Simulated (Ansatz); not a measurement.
Frontier orbitals of C2H8S2Si, SMILES `[SiH3]CSCS`.

The species carries charge 0 and has multiplicity 1. The structure was optimised at the PBE0-D4/def2-TZVP level. It is one conformer, not always the lowest. Basis def2-TZVPP, Ansatz 0.2.0.

Orbital energies of one run (eV). Highest occupied ones, from the top: -5.42, -6.05, -7.91, -8.35, -8.39, -8.46, -9.18, -10.02, -10.77, -11.25, -11.78, -13.16, -14.94, -16.59. Empty: -0.99, -0.90, -0.06, 0.07, 0.18, 0.37.

(1) Which functional gave them?
A. LDA (SPW92)
B. HSE06 (plane-wave form)
C. r2SCAN0
D. BHLYP

## Answers

(1) A. HOMO energies: LDA (SPW92) -5.42, HSE06 -6.10, BHLYP -7.58, r2SCAN0 -6.65 eV.
